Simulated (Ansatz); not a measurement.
Species: sum formula GeBr$_{2}$F, net charge 0, doublet state. It need not be the lowest isomer of its formula. 
Structure (B3LYP-D3(BJ)/def2-TZVP (Ansatz, a quantum-chemistry and plane-wave program) minimum search):
```xyz
4

F     -0.1342     2.1161    -0.2582
Ge    -0.0223     0.5561     0.5222
Br     1.9642    -0.4087    -0.2480
Br    -1.9093    -0.6439    -0.1630
```
Charge 0, spin multiplicity 2.

Basis-set convergence of Hartree-Fock and CCSD(T) correlation energies (hartree) with Ansatz. Correlated levels leave the core frozen unless marked. Open shells are spin-unrestricted. Spin-orbit coupling is left out. Frozen are the shells of the preceding noble gas and the d and f shells that filled before the atom's block. No relativistic terms.

```tsv
basis	functions	E(HF)	E(corr, CCSD(T))
cc-pVDZ	95	-7319.64906	-0.52230
cc-pVTZ	159	-7319.91766	-0.71492
cc-pVQZ	259	-7319.93719	-0.78385
cc-pV5Z	403	-7319.94037	-0.80881
```

Extrapolating the two largest sets (X = 4 and 5) as X^-3: E(corr) = (125·(-0.80881) - 64·(-0.78385))/61 = -0.8350 Eh, an estimate of the basis-set limit. The largest set recovers 96.9 % of it, the smallest 62.6 %.
